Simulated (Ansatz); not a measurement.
The pair A = BGeH5 (SMILES [BH2][GeH3]) (first 7 atoms), B = H2O (SMILES O); geometry from B3LYP-D3(BJ)/def2-TZVP.
(charge 0, multiplicity 1):
```tsv
atom	x (Å)	y (Å)	z (Å)
B	1.2228	0.2876	0.8022
Ge	-0.6192	-0.0185	-0.1290
H	2.0332	-0.5662	0.5876
H	1.6274	1.4131	0.7644
H	-0.5644	0.0266	-1.6702
H	-1.2459	-1.3967	0.2370
H	-1.7065	1.0102	0.2943
O	0.9414	0.0806	2.4767
H	0.5703	-0.7957	2.6521
H	0.3058	0.7356	2.7976
```

Cores are frozen in the correlated methods. Filled d and f shells under p-block atoms count as core. MP2 and its Hartree–Fock in aug-cc-pVTZ are density fitted.

Run with Ansatz (a first-principles code). Each number belongs to the level named beside it.

The counterpoise-corrected interaction energy is E(AB) − E(A in the pair's basis) − E(B in the pair's basis). Total energies (hartree):

```csv
level,AB,A in the pair's basis,B in the pair's basis
HF/aug-cc-pVDZ,-2178.9344447,-2102.8693516,-76.0412858
MP2/aug-cc-pVDZ,-2179.3627690,-2103.0647697,-76.2629895
HF/aug-cc-pVTZ,-2179.0344334,-2102.9484535,-76.0598110
MP2/aug-cc-pVTZ,-2179.5522225,-2103.1823872,-76.3296704
CCSD(T)/aug-cc-pVDZ,-2179.4250610,-2103.1160965,-76.2761387
```

Question: Work out the counterpoise-corrected interaction energy at the basis-set limit: extrapolate the MP2 correlation part as X⁻³, take Hartree–Fock from the larger set, and add the CCSD(T) − MP2 difference of aug-cc-pVDZ.

Answer: 
1. Differences (1 hartree = 627.509 kcal/mol): HF/aug-cc-pVDZ -14.939; MP2/aug-cc-pVDZ -21.969; HF/aug-cc-pVTZ -16.421; MP2/aug-cc-pVTZ -25.204; CCSD(T)/aug-cc-pVDZ -20.599.
2. Correlation parts, MP2 less HF: -7.030 in aug-cc-pVDZ (X = 2), -8.783 in aug-cc-pVTZ (X = 3).
3. Limit (3³·(-8.783) − 2³·(-7.030))/(3³ − 2³) = -9.521; with HF/aug-cc-pVTZ it gives -25.942.
4. CCSD(T) less MP2 in aug-cc-pVDZ: 1.371.
Result: -24.57 kcal/mol, against -21.97 at MP2/aug-cc-pVDZ. It is an estimate of this method's limit, not of the exact value.
